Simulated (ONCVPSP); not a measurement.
# Transferability test, ONCV potential for nitrogen (N)

```
Element                 : N (Z = 7)
Generator               : ONCVPSP 4.0.1
Type                    : optimised norm-conserving Vanderbilt (ONCV)
Functional              : PBE
Relativity              : scalar-relativistic
Frozen core             : [He]
Valence charge          : 5
Reference configuration : 2s2 2p2 (charge +1)
Partial waves           : 2s: rc 0.75 bohr, ncon 5, nbas 9, qcut 7.6 1/bohr, 2 projectors, debl 3.3 Ha; 2p: rc 2.10 bohr, ncon 4, nbas 8, qcut 7 1/bohr, 2 projectors, debl 2.5 Ha; d scattering state at 0.32 Ha: rc 2.00 bohr, ncon 4, nbas 8, qcut 4.2 1/bohr, 2 projectors, debl 3.5 Ha
Local potential         : polynomial inside 0.55 bohr (lpopt 1, dvloc0 0 Ha)
Core correction         : Teter function, fcfact 4.5, rcfact 1.5
```

Energies are relative to the spin-unpolarised reference configuration 2s2 2p2; without spin polarisation the order of configurations can differ from experiment.

```csv
valence configuration,charge,ΔE all-electron (eV),error AE − PS (meV)
2s2 2p3,0,-13.591,+71
2s2 2p1,+2,28.854,+220
2s2 2p0,+3,75.935,+1331
```

(1) What are ΔE and the potential's error for 2s1 2p4?

Answers

(1) ΔE = -2.084 eV all-electron; the error (AE − PS) is +179 meV.
